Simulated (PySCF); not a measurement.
Species: 2-ethoxyacetamide, C₄H₉NO₂.
Z-matrix (Å and degrees, PBE0-D3(BJ)/def2-SVP geometry), rows numbered from 1:
```
C 
C   1  1.5087
O   2  1.4033  1  109.03
C   3  1.3949  2  114.34  1  -179.37
C   4  1.5205  3  111.52  2   179.53
N   5  1.3494  4  114.19  3     0.04
O   5  1.2133  4  120.73  3  -179.94
H   1  1.0996  2  110.55  3   179.59
H   1  1.1000  2  110.54  3    59.57
H   1  1.1000  2  110.62  3   -60.32
H   2  1.1090  1  110.58  3  -121.00
H   2  1.1089  1  110.65  3   121.08
H   4  1.1079  3  111.93  2    59.49
H   4  1.1079  3  112.01  2   -60.32
H   6  1.0111  5  119.61  4     0.15
H   6  1.0103  5  119.03  4   179.92
```

Linear response at B3LYP/def2-SVPD (PySCF, frozen core in the response, non-relativistic).

Static isotropic polarisability: 68.32 au (10.12 Å³), principal values 53.3, 69.7, 82.0 au.

Question: What is the polarisability at 1064 nm and at the sodium D line?

Answer: 68.83 au at 1064 nm (+0.7 %), 70.03 au at 589.3 nm (+2.5 %). The rise at 589.3 nm is 3.36 times that at 1064 nm; a pure ω² law gives 3.26. The lowest singlet lies at 216 nm, shorter than both wavelengths.

Question: What is the isotropic C6 coefficient between two such molecules, C6 = (3/π)∫α(iω)² dω?

Answer: 2082 au (Eh·bohr⁶) by a ten-point quadrature over imaginary frequencies, which is 1240 eV·Å⁶ or 120 J·nm⁶/mol.

Question: Which effective excitation energy ω̄ makes London's formula C6 = (3/4)α²ω̄ exact here?

Answer: ω̄ = 4·C6/(3α²) = 0.595 Eh = 16.2 eV. A one-pole form α(ω) = α/(1 − ω²/ω̄²) fitted to the 1064 nm value gives 13.5 eV. London's choice of the ionisation energy (9.61 eV, ΔSCF at the same level) gives C6 = 1240 au, 41 % too low.

Question: The lowest 6 singlets have (eV, f): 5.74, 0.000; 6.61, 0.015; 6.80, 0.016; 7.02, 0.018; 7.17, 0.001; 7.20, 0.003. What share of the static polarisability do they carry in the sum over states α = Σ f/ω²?

Answer: 0.85 au, 1.2 % of α; the largest term, 0.28 au, is that of the state at 7.02 eV. Their oscillator strengths add up to 0.05. Higher states carry the rest.

Question: What molar refraction at the D line follows from R = (4π/3)·N_A·α′, with α′ the polarisability volume?

Answer: α′ = 10.38 Å³ gives R = 26.18 cm³/mol, for isolated, non-vibrating species.

Question: What three-body coefficient follows from the one-pole estimate C9 = (3/4)·α·C6?

Answer: 107000 au. This is an estimate from the two numbers above, not a computed integral.

One conformer stands for the species.
